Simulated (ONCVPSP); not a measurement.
**What one change does to a pseudopotential (Pt, ONCV)**

Pt (Z = 78), optimised norm-conserving Vanderbilt (ONCV), made with ONCVPSP 4.0.1 (PBE, scalar-relativistic). Core [Kr] 4d10 4f14, reference 5s2 5p6 5d9 6s0.5 6p0.5. Waves: 5s+6s: rc 1.45 bohr, ncon 3, nbas 7, qcut 8.6 1/bohr, 3 projectors, debl 3.6 Ha; 5p+6p: rc 2.15 bohr, ncon 3, nbas 8, qcut 6.9 1/bohr, 2 projectors; 5d: rc 1.35 bohr, ncon 3, nbas 8, qcut 7.8 1/bohr, 2 projectors, debl 3 Ha. Local part: polynomial inside 0.85 bohr (lpopt 2, dvloc0 6 Ha). Core correction: Teter function, fcfact 5.25, rcfact 1.75.

All-electron outer shells of the reference configuration (PBE, scalar-relativistic, ld1.x):

```tsv
shell	level (eV)	outermost node (bohr)	outermost maximum (bohr)
4d	-307.91	0.20	0.42
5s	-102.91	0.49	0.87
4f	-71.15	–	0.38
5p	-57.12	0.53	0.98
5d	-7.20	0.57	1.26
6s	-6.46	1.14	2.35
6p	-1.40	1.36	3.55
```

Change: d: qcut 4.7.

Cutoffs: the cutoffs (Ha) at which the residual kinetic energy of the hardest occupied pseudo-wave falls to 1 and 0.1 mHa per electron; they do not see the model core or the augmentation charge, which bear on the density cutoff. Errors are all-electron minus pseudo energies relative to the spin-unpolarised reference configuration.

Question: What does the change do?

Answer: The potential gets harder (27 Ha and 31 Ha → 87 Ha and 156 Ha); the errors of the 3 common tests hardly move; neither file shows a bound ghost.

| quantity | base | changed |
| --- | --- | --- |
| cutoff, loose | 27 Ha | 87 Ha |
| cutoff, tight | 31 Ha | 156 Ha |
| loose cutoff by channel | s 27 Ha, p 15 Ha, d 19 Ha | s 27 Ha, p 15 Ha, d 87 Ha |
| bound ghosts | none | none |
| GHOST(+) flags under 300 eV | none | none |
| tests with a reliable result | 3 of 4 | 3 of 4 |
| error for 5s2 5p6 5d9 6s1 6p0, meV [ΔE -2.46 eV] | 0.0 | 0.0 |
| error for 5s2 5p6 5d9 6s0 6p0, meV [ΔE 6.73 eV] | -5.4 | -5.6 |
| error for 5s2 5p5 5d9 6s1 6p0, meV [ΔE 59.69 eV] | -182 | -203 |
| s: phases at 1.48 bohr within 0.05 rad from the reference energy up to (Ha; the scan ends near 5) | to the end of the scan | to the end of the scan |
| p: phases at 2.18 bohr within 0.05 rad from the reference energy up to (Ha; the scan ends near 5) | 4.9 | 4.9 |
| d: phases at 1.37 bohr within 0.05 rad from the reference energy up to (Ha; the scan ends near 5) | to the end of the scan | to the end of the scan |
| rms error of d²Exc/dni dnj with the model core, mHa | 3.61 | 3.55 |
